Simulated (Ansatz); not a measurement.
Compare A (`F[C@H]1C[C@@H]1[GeH3]`) with its isomer B (`C=[C](F)[GeH2][CH3]`).

Calculated with Ansatz (gas phase, PBE0-D4/def2-TZVP geometries, no zero-point term in ΔE). CBS: MP2 limit from def2 TZ/QZ plus the TZ coupled-cluster correction, frozen cores. DFT in def2-TZVPP. B3LYP here is the variant with VWN-RPA as its local correlation; programs differ in this. For Ge outer-core shells are correlated without core-valence functions, which leaves a few kJ/mol of doubt a bond. Scalar relativity is left out up to krypton. Each species was taken in one conformer, which may not be the lowest.

A:

Z-matrix (Å, degrees):
```
C
C 1 1.479
C 1 1.488 2 61.6
F 1 1.365 2 117.5 3 108.0
H 1 1.085 2 120.6 3 -110.9
H 2 1.083 1 116.4 3 -106.8
H 2 1.084 1 118.7 3 109.2
Ge 3 1.939 1 121.1 2 -110.4
H 3 1.085 1 113.6 2 104.9
H 8 1.540 3 107.9 1 32.7
H 8 1.538 3 110.8 1 -86.9
H 8 1.538 3 110.5 1 151.8
```

B:

```xyz
12

C     1.043   -1.549    0.636
C     0.992   -0.273    0.981
F     1.788    0.171    1.978
Ge   -0.146    1.110    0.190
C    -1.225    0.309   -1.220
H     1.709   -2.245    1.134
H     0.410   -1.917   -0.160
H    -1.028    1.702    1.304
H     0.764    2.222   -0.361
H    -1.866    1.065   -1.675
H    -0.584   -0.114   -1.994
H    -1.857   -0.481   -0.812
```

(1) Which is lower in electronic energy at CCSD(T)/CBS, and by how much? (Estimate.)

(2) Give E(B) − E(A) in kcal/mol with HF/def2-TZVPP, CCSD/def2-TZVPP, PBE0-D4, ωB97M-V, MP2/def2-TZVPP, CCSD(T)/def2-TZVPP, B3LYP-D4. (Estimate.)

Largest T1 diagnostic: 0.012.

Answers

(1) Ansatz gave: B, by 14.4 kcal/mol.

(2) The calculation gave: HF/def2-TZVPP -14.7, CCSD/def2-TZVPP -13.9, PBE0-D4 -10.5, ωB97M-V -12.9, MP2/def2-TZVPP -12.5, CCSD(T)/def2-TZVPP -14.5, B3LYP-D4 -16.0. None reverses the order clearly.

From PBE to PBE0 (25 % exact exchange), in def2-TZVPP and without D4, E(B) − E(A) moves by +2.3 kcal/mol.
